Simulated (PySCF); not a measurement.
Ne²⁺: excitation energy

Ne²⁺ [He] 2s2 2p4 (3P) → Ne²⁺ [He] 2s2 2p3 3s1 (5S), as a difference of total energies. Calculation: PySCF 2.14, in aug-cc-pVQZ-DK (6s5p4d3f2g, 80 functions); the spin-free X2C one-electron Hamiltonian (Gaussian nucleus). Correlated levels: valence: 1s2 frozen. The calculations carry no spin-orbit coupling.

```
           method  excitation energy (eV)
              UHF                  37.280
    MP2 (valence)                  38.282
SCS-MP2 (valence)                  38.493
   CCSD (valence)                  38.254
CCSD(T) (valence)                  38.256
```

**Question.** How much does correlation contribute at CCSD(T) (valence)?

**Answer.** 38.256 − (37.280) = 0.976 eV, measured against UHF.

A first-order spin-orbit estimate (lowest level to lowest level, LS coupling) adds 0.037 eV.

The promoted electron is Rydberg-like, and one or two diffuse shells describe it only roughly, which tends to raise the upper state.
